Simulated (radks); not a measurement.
The numbers below are computed, except where a source is named.
The palladium ion Pd2+ inside a hard spherical wall (all orbitals vanish at R), configuration held at [Kr] 4d8 and not refilled when levels cross. Level of theory: scalar-relativistic Kohn-Sham, PBE, spin-polarised, spherical densities, finite nucleus; open shells are filled with parallel spins first (spin-orbit coupling, left out, can overturn this in heavy ions); Fermi nuclear charge, rms radius 4.5318 fm (a radial shooting solver on a logarithmic mesh with Libxc functionals). Eigenvalues in eV for spin up, with the zero of energy where the potential of the charges vanishes at infinity; a dash marks a level that is unbound or too diffuse for the functional's potential to be trusted. A positive occupied level is held by the wall or, in an anion where self-interaction has pushed it up, behind a barrier. The pressure on the wall is -dE/dV.

R (bohr)  E (hartree)  kinetic (hartree)    e(3d)    e(4s)    e(4p)    e(4d)  e(5s, empty)  e(5p, empty)  pressure (GPa)
free      -5044.72125           5232.521  -351.13  -111.13  -76.779  -27.992       -20.561       -14.294               0
20        -5044.72125           5232.521  -351.13  -111.13  -76.779  -27.992       -20.561       -14.294        < 0.0001
8         -5044.72125           5232.521  -351.13  -111.13  -76.779  -27.992       -20.559       -14.272        0.000232
7         -5044.72122           5232.521  -351.13  -111.13  -76.777  -27.990       -20.546       -14.198         0.00364
3.5       -5044.59665           5233.384  -348.33  -108.78  -74.530  -25.727       -13.593        -2.973            54.8
3         -5044.32109           5234.938  -344.49  -105.79  -71.670  -22.566        -4.592         8.893             247
2.5       -5043.35057           5239.876  -335.25  -99.064  -65.050  -14.695        17.808        36.131            1320
2         -5039.37835           5257.988  -311.05  -82.125  -47.273    7.171        79.914        105.96            9040
1.5       -5019.58294           5332.746  -243.83  -26.768   13.616   79.121        279.43        315.46           86800
